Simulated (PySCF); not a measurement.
Input of a run (PBE0-D3(BJ)/def2-SVP geometry optimisation, gas phase, def2 core potentials past Kr (PySCF 2.14.0)), started from GFN2-xTB:
```
{"job": {"xc": "PBE0", "basis": "def2-SVP", "d3": "d3bj", "grid": 1, "maxiter": 40, "shake": 0.03, "kind": "geom"}, "charge": 0, "multiplicity": 1}
W      0.062500    -0.076070     0.624340
S     -0.005460    -0.018080     2.794520
C      2.027240    -0.015200    -0.143890
H      2.779170     0.825880     0.295180
H      2.165330     0.067260    -1.244900
H      2.626880    -0.909630     0.141680
C      0.034010     2.082450    -0.113340
H     -0.076450     2.186800    -1.221900
H      0.922030     2.656700     0.181630
H     -0.818010     2.673420     0.362260
C     -2.118770     0.000770    -0.070010
H     -2.622070     0.937050     0.162780
H     -2.763700    -0.771230     0.335700
H     -2.240300    -0.117910    -1.165730
C     -0.019700    -2.117110    -0.121350
H     -0.946070    -2.587130     0.087490
H      0.785400    -2.650400     0.361880
H      0.151660    -2.150660    -1.188610
```

Output (energies in Eh, forces in Eh/bohr):
```
step   0  E = -624.32486834  max force = 0.052822
step   1  E = -624.34903535  max force = 0.032740
step   2  E = -624.35282223  max force = 0.011545
step   3  E = -624.35378190  max force = 0.002511
step   4  E = -624.35388424  max force = 0.000926
step   5  E = -624.35391559  max force = 0.000945
step   6  E = -624.35394623  max force = 0.000549
step   7  E = -624.35398809  max force = 0.000582
step   8  E = -624.35403689  max force = 0.000647
step   9  E = -624.35409013  max force = 0.000488
step  10  E = -624.35412470  max force = 0.000445
step  11  E = -624.35414303  max force = 0.000200
step  12  E = -624.35415401  max force = 0.000242
optimisation converged
```

**Question.** Summarise the run.

**Answer.** The energy falls by 18.4 kcal/mol over 13 energy and gradient evaluations, the largest force component goes from 0.0528 to 2.4e-04 Eh/bohr, and the atoms move by 0.171 Å rms after alignment. The bond that changes most is W1–C11 (ends: tungsten bonded to 4 C and S; carbon bonded to W and 3 H), which shortens by 0.146 Å. Bonds longer at the end by more than 0.005 Å: 6 of 17; shorter: 10. Among the angles that change most is H4–C3–H6, from 97.5° to 107.6°. Among the dihedrals that turn most is C11–W1–C15–H18, from 83° to 70°. The energy never rose by more than 1e-6 Eh on the way. The first step brought 83 % of the lowering.

**Question.** What are the final bond lengths?

**Answer.** W1–S2 2.132 Å, W1–C3 2.135 Å, W1–C7 2.144 Å, W1–C11 2.144 Å, W1–C15 2.135 Å, C3–H4 1.102 Å, C3–H5 1.102 Å, C3–H6 1.102 Å, C7–H8 1.102 Å, C7–H9 1.102 Å, C7–H10 1.101 Å, C11–H12 1.100 Å, C11–H13 1.102 Å, C11–H14 1.102 Å, C15–H16 1.101 Å, C15–H17 1.103 Å, C15–H18 1.102 Å. Numbering counts from 1 in the input's order; the species is `[CH3][W]([CH3])([CH3])([CH3])=[S]` (WSMe4).

The run used 166 basis functions and 97 SCF cycles in all.

No frequency check.
